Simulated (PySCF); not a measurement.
## Multinuclear NMR of C$_{6}$H$_{11}$NOSi

Atom-mapped SMILES (the numbers label the heavy atoms): `[NH2:1][CH2:2][CH2:3][C:4]1=[CH:5][SiH2:6][CH:7]=[CH:8][O:9]1` (H(Xn): hydrogen on atom n).

[PySCF 2.14: NMR shieldings at PBE0/pcSseg-1/GIAO; geometry from GFN2-xTB; single conformer; isolated molecule; fast rotation and ring inversion assumed for equivalent nuclei; no relativistic terms]

Problem. What are the $^{29}$Si shifts?

Solution. 
| atoms | environment | σ (ppm) | δ (ppm) |
| --- | --- | --- | --- |
| Si6 | silicon bonded to 2 C, 2 H, in a 6-membered ring | 431.3 | -74.5 |

Shieldings were converted by a linear fit to measured shifts: $^{29}$Si: δ = 279.94 − 0.822σ (rms 8.9 ppm, 72 shifts, 25.8 ppm with the 6 outliers that the fit left out vs TMS, solution or neat liquid). A few per cent of atoms miss by over 2 rms, more outside the fitted compound classes.

On a 300 MHz spectrometer $^{29}$Si resonates near 59.6 MHz, so 1 ppm is 59.6 Hz.

Problem. What are the $^{15}$N shifts?

Solution. 
| atoms | environment | σ (ppm) | δ (ppm) |
| --- | --- | --- | --- |
| N1 | amine nitrogen | 224.1 | -354.5 |

Shieldings were converted by a linear fit to measured shifts: $^{15}$N (scatter 6.3 ppm rms vs CH3NO2, solution or neat liquid). A few per cent of atoms miss by over 2 rms, more outside the fitted compound classes.

On a 500 MHz spectrometer $^{15}$N resonates near 50.7 MHz, so 1 ppm is 50.7 Hz.

Problem. Predict the $^{17}$O NMR data.

Solution. 
```
atoms   environment  σ (ppm)  δ (ppm)
   O9  ether oxygen    118.8    158.5
```

Shieldings were converted by a linear fit to measured shifts: $^{17}$O: δ = 266.70 − 0.911σ (rms 10.7 ppm, 155 shifts, 12.2 ppm with the 3 outliers that the fit left out vs liquid water, solution or neat liquid). A few per cent of atoms miss by over 2 rms, more outside the fitted compound classes.

On a 500 MHz spectrometer $^{17}$O resonates near 67.8 MHz, so 1 ppm is 67.8 Hz.
